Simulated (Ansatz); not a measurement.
The cluster CaTe2 was relaxed with r2SCAN-D4 (def2-TZVP) in Ansatz in these states: charge +1 doublet, neutral quintet, neutral singlet, neutral triplet. The geometries follow in no particular order.

In the def2 sets Te takes a core potential; there is no spin–orbit coupling.

A:

Cartesian coordinates in Å:
```
Ca -0.6864 1.1899 -1.2245
Te 1.3947 0.2015 0.7983
Te -0.7082 -1.3915 0.4262
```

B:

| atom | x (Å) | y (Å) | z (Å) |
| --- | --- | --- | --- |
| Ca1 | -1.088 | 1.105 | -0.477 |
| Te2 | 0.942 | 0.298 | 1.301 |
| Te3 | 0.146 | -1.403 | -0.824 |

C:

```
atom   x (Å)   y (Å)   z (Å)
 Ca1   1.600   0.116   0.646
 Te2  -0.688  -1.393  -0.362
 Te3  -0.912   1.278  -0.284
```

D:

Cartesian coordinates in Å:
```
Ca 0.7578 -0.0366 1.6528
Te -1.7322 -0.2280 -0.2113
Te 0.9743 0.2645 -1.4415
```

**Question.** Judge from the bond lengths which geometry belongs to which state (an estimate).

**Answer.** A is the neutral triplet (Te2–Te3 2.664 Å, Ca1–Te2 3.066 Å, Ca1–Te3 3.064 Å); B is the neutral singlet (Te2–Te3 2.836 Å, Ca1–Te2 2.817 Å, Ca1–Te3 2.817 Å); C is the charge +1 doublet (Te2–Te3 2.682 Å, Ca1–Te2 2.921 Å, Ca1–Te3 2.921 Å); D is the neutral quintet (Te2–Te3 3.013 Å, Ca1–Te2 3.116 Å, Ca1–Te3 3.116 Å).
